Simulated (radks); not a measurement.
Results of a calculation; reference values are marked as such.
Problem. The technetium ion Tc10+, 33 electrons, occupied as [Ar] 3d10 4s2 4p3 (the NIST ground configuration). Code: a radial shooting solver on a logarithmic mesh with Libxc functionals. Model: Dirac Kohn-Sham, PBE, spin-unpolarised, spherical densities, finite nucleus; open shells fill j = l - 1/2 first; Fermi nuclear charge, rms radius 4.4112 fm. Some entries of the table are withheld. Estimate them.

orbital,occ.,eigenvalue (eV),r(max) (bohr),<1/r> (bohr^-1)
1s1/2,2,-21047.53,0.02228,44.71
2s1/2,2,-3163.298,0.1263,10.21
2p1/2,2,(1),0.09812,(2)
2p3/2,4,(3),0.1020,(4)
3s1/2,2,-700.7597,(5),3.522
3p1/2,2,-611.8353,0.3585,3.425
3p3/2,4,-591.8424,0.3679,3.302
3d3/2,4,(6),0.3083,3.126
3d5/2,6,(7),0.3110,3.094
4s1/2,2,-236.0754,0.9099,1.427
4p1/2,2,-207.0901,0.9454,(8)
4p3/2,1,-203.0746,0.9642,(9)
4d3/2,0,-155.9941,1.047,1.154
4d5/2,0,-155.3195,1.052,1.148
5s1/2,0,-115.5232,1.837,0.7473

Solution. 
(1) 2p1/2 eigenvalue (eV): -2932.043
(2) 2p1/2 <1/r> (bohr^-1): 10.18
(3) 2p3/2 eigenvalue (eV): -2813.701
(4) 2p3/2 <1/r> (bohr^-1): 9.671
(5) 3s1/2 r(max) (bohr): 0.3717
(6) 3d3/2 eigenvalue (eV): -434.8217
(7) 3d5/2 eigenvalue (eV): -430.9456
(8) 4p1/2 <1/r> (bohr^-1): 1.344
(9) 4p3/2 <1/r> (bohr^-1): 1.313
